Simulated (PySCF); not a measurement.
## Si: excitation energy

Si [Ne] 3s2 3p2 (3P) → Si [Ne] 3s2 3p1 4s1 (3P), as a difference of total energies. Calculation: PySCF 2.14, in aug-cc-pCVTZ-DK (8s7p5d3f, 75 functions); the spin-free X2C one-electron Hamiltonian (Gaussian nucleus). Correlated levels: valence: [Ne] frozen. The calculations carry no spin-orbit coupling.

```json
{"method": "UHF", "excitation energy (eV)": "4.851"}
{"method": "MP2 (valence)", "excitation energy (eV)": "5.042"}
{"method": "SCS-MP2 (valence)", "excitation energy (eV)": "5.006"}
{"method": "CCSD (valence)", "excitation energy (eV)": "5.044"}
{"method": "CCSD(T) (valence)", "excitation energy (eV)": "5.057"}
```

Question: How much does correlation contribute at CCSD(T) (valence)?

Answer: 5.057 − (4.851) = 0.206 eV, measured against UHF.

The promoted electron is Rydberg-like, and one or two diffuse shells describe it only roughly, which tends to raise the upper state.
